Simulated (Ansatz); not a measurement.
Consider the hydrogenolysis of the Al–Al bond: `C[BH][AlH][AlH2]` + H₂ → `C[BH][AlH2]` + `[AlH3]`.

Gas-phase electronic energies from Ansatz, PBE0-D4/def2-TZVP geometries. CCSD(T)/CBS is the MP2 limit (def2-TZVPP, def2-QZVPP) plus CCSD(T) − MP2 in def2-TZVPP, frozen cores. This one scheme is used for every species. DFT in def2-TZVPP. One conformer a species, not always the lowest.

`C[BH][AlH][AlH2]`:

Z-matrix (Å, degrees):
```
C
B 1 1.560
H 1 1.104 2 104.4
H 1 1.091 2 117.4 3 118.1
H 1 1.095 2 112.9 3 -113.0
Al 2 2.123 1 127.3 3 -102.0
H 2 1.208 1 115.3 3 73.0
Al 6 2.592 2 123.5 1 85.6
H 6 1.603 2 118.8 1 -95.6
H 8 1.597 6 122.5 2 88.4
H 8 1.598 6 122.0 2 -90.2
```

H₂:

Z-matrix (Å, degrees):
```
H
H 1 0.746
```

`C[BH][AlH2]`:

```xyz
9

C    -0.117    0.654    1.293
B     0.414   -0.389    0.265
Al   -0.049   -0.491   -1.810
H    -0.526    1.585    0.898
H     0.575    0.870    2.112
H    -0.961    0.119    1.767
H     1.107   -1.262    0.728
H    -1.342   -1.260   -2.346
H     0.899    0.175   -2.908
```

`[AlH3]`:

Cartesian coordinates in Å:
```
Al 0.000 0.000 0.000
H 0.795 0.522 -1.269
H 0.730 -0.909 1.075
H -1.526 0.387 0.194
```

```csv
level,ΔE (kcal/mol)
BLYP-D4,-1.4
r2SCANh,-0.8
r2SCAN0,-1.5
CCSD(T)/def2-TZVPP,-1.9
```

(1) What does CCSD(T)/CBS give? (An estimate is asked.)

Largest T1 diagnostic among the species: 0.013.

Answers

(1) The calculation gave: -1.7 kcal/mol. The listed levels differ from it by 0.3, 0.9, 0.2, -0.2 kcal/mol.

In def2-TZVPP, CCSD(T) changes the Hartree–Fock value by +6.7 kcal/mol (the triples alone add +1.2 kcal/mol) and MP2 by +5.5 kcal/mol. From r2SCAN to r2SCAN0 (25 % exact exchange), in def2-TZVPP and without D4, ΔE moves by −1.2 kcal/mol. At CCSD(T), def2-SVP lies −3.0 kcal/mol from the extrapolated value and def2-TZVPP −0.2 kcal/mol.
